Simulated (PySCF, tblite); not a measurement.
Isomers of C5H9NOSi. All values are computed: GFN2-xTB (tblite) harmonic vibrations without scaling, gas phase. This tight-binding method is rough: wavenumbers can miss measured ones by several per cent, in bad cases by 10 to 20. Modes of hydrogen on silicon can be 10 to 20 % off. One conformer each.

Electronic energies: PBE0/pcSseg-1 single points on the GFN2-xTB geometries (PySCF, gas phase).

| SMILES | electronic energy, lowest = 0 (kcal/mol) |
| --- | --- |
| CC(=O)[SiH2]N1C=CC1 | 18.4 |
| CC[C@]([SiH3])(C#N)C=O | 0.0 |
| CO/C(C#N)=C/[SiH2]C | 8.3 |
| C=N[Si@H]1C[C@H](C=O)C1 | 3.7 |

Problem. How do GFN2-xTB zero-point energies change the relative energies?

Solution. 
```
                 SMILES  ZPE (kcal/mol)  of it from modes above 1550 cm⁻¹  electronic (kcal/mol)  with ZPE, lowest = 0 (kcal/mol)  lowest mode (cm⁻¹)  rings
 CC[C@]([SiH3])(C#N)C=O            77.6                              41.3                    0.0                              0.0                  78      0
C=N[Si@H]1C[C@H](C=O)C1            80.4                              42.1                    3.7                              6.5                  24      1
    CO/C(C#N)=C/[SiH2]C            78.2                              42.3                    8.3                              8.9                  20      0
    CC(=O)[SiH2]N1C=CC1            78.8                              41.7                   18.4                             19.6                  25      1
```

The zero-point energies span 2.8 kcal/mol, from `CC[C@]([SiH3])(C#N)C=O` to `C=N[Si@H]1C[C@H](C=O)C1`. The order is unchanged.

Problem. And how do the electronic energies of GFN2-xTB itself compare?

Solution. `CC[C@]([SiH3])(C#N)C=O` 0.0; `C=N[Si@H]1C[C@H](C=O)C1` 7.6; `CO/C(C#N)=C/[SiH2]C` 16.1; `CC(=O)[SiH2]N1C=CC1` 0.7 kcal/mol, lowest = 0. Against the energies above, taken from the same isomer `CC[C@]([SiH3])(C#N)C=O`, the largest difference is 17.7 kcal/mol.
